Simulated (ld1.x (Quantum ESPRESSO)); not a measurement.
## An all-electron radial function and its pseudo partner (Os (Z = 76))

Columns: radius, all-electron u(r) and pseudo u(r) of the 5d shell (level -8.16 eV) of osmium in the configuration [Kr] 4d10 4f14 5s2 5p6 5d6 6s1.75 6p0; PBEsol, scalar-relativistic, TM scheme, ld1.x (Quantum ESPRESSO) 7.5.

```json
{"r (bohr)": "0.103", "all-electron": "0.2453", "pseudo": "0.0019"}
{"r (bohr)": "0.205", "all-electron": "-0.0058", "pseudo": "0.0148"}
{"r (bohr)": "0.308", "all-electron": "-0.3187", "pseudo": "0.0478"}
{"r (bohr)": "0.410", "all-electron": "-0.3548", "pseudo": "0.1051"}
{"r (bohr)": "0.513", "all-electron": "-0.1961", "pseudo": "0.1877"}
{"r (bohr)": "0.615", "all-electron": "0.0312", "pseudo": "0.2890"}
{"r (bohr)": "0.718", "all-electron": "0.2572", "pseudo": "0.4018"}
{"r (bohr)": "0.820", "all-electron": "0.4458", "pseudo": "0.5131"}
{"r (bohr)": "0.923", "all-electron": "0.5916", "pseudo": "0.6148"}
{"r (bohr)": "1.025", "all-electron": "0.6932", "pseudo": "0.6968"}
{"r (bohr)": "1.128", "all-electron": "0.7589", "pseudo": "0.7566"}
{"r (bohr)": "1.230", "all-electron": "0.7946", "pseudo": "0.7924"}
{"r (bohr)": "1.332", "all-electron": "0.8076", "pseudo": "0.8070"}
{"r (bohr)": "1.435", "all-electron": "0.8039", "pseudo": "0.8043"}
{"r (bohr)": "1.538", "all-electron": "0.7879", "pseudo": "0.7886"}
{"r (bohr)": "1.640", "all-electron": "0.7637", "pseudo": "0.7642"}
{"r (bohr)": "1.743", "all-electron": "0.7337", "pseudo": "0.7339"}
{"r (bohr)": "1.845", "all-electron": "0.7006", "pseudo": "0.7006"}
{"r (bohr)": "1.948", "all-electron": "0.6653", "pseudo": "0.6653"}
{"r (bohr)": "2.050", "all-electron": "0.6296", "pseudo": "0.6296"}
{"r (bohr)": "2.153", "all-electron": "0.5935", "pseudo": "0.5935"}
{"r (bohr)": "2.255", "all-electron": "0.5585", "pseudo": "0.5585"}
{"r (bohr)": "2.358", "all-electron": "0.5241", "pseudo": "0.5241"}
{"r (bohr)": "2.460", "all-electron": "0.4913", "pseudo": "0.4913"}
{"r (bohr)": "2.562", "all-electron": "0.4599", "pseudo": "0.4599"}
{"r (bohr)": "2.665", "all-electron": "0.4297", "pseudo": "0.4297"}
```

Question: How many radial nodes do the two functions have?

Answer: The all-electron 5d function has n − l − 1 = 2; the pseudo-wave has 0, since the states of the same l below it are removed with the core.

Question: At about which radius was the pseudo-wave matched?

Answer: 2.05 bohr. The columns agree to 0.0005 from 1.64 bohr on; several derivatives are matched, so the curves merge somewhat inside the radius.

Question: Is the pseudo-wave norm-conserving?

Answer: Yes: the TM scheme keeps the norm inside the radius equal to the all-electron one, which fixes the energy derivative of the logarithmic derivative at the level.
